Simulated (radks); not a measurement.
Coulomb parameter of the 3d shell of the titanium ion Ti+ in the model configuration [Ar] 3d2 4s1, as a second difference U = [E(n + 0.5) + E(n - 0.5) - 2 E(n)] / (0.5)^2 with all orbitals relaxed. "Bare": the charge of the atom changes with n. "Screened": the 4s shell takes up the change at fixed total charge, which measures U(3d,3d) + U(4s,4s) - 2 U(3d,4s). Calculated with a radial shooting solver on a logarithmic mesh with Libxc functionals: scalar-relativistic Kohn-Sham, PBE, spin-unpolarised, spherical densities, finite nucleus; Fermi nuclear charge, rms radius 3.5921 fm.

\begin{tabular}{lrr}
case & configuration & E - E(n) (eV) \\ \hline
start & [Ar] 3d2 4s1 & 0.000 \\
bare +0.5 & [Ar] 3d2.5 4s1 & -4.308 \\
bare -0.5 & [Ar] 3d1.5 4s1 & 7.224 \\
screened +0.5 & [Ar] 3d2.5 4s0.5 & -0.224 \\
screened -0.5 & [Ar] 3d1.5 4s1.5 & 0.834 \\
\end{tabular}

U(bare) = 11.665 eV, U(screened by 4s) = 2.442 eV, against the Slater integral F0(3d,3d) = 16.747 eV with frozen orbitals.
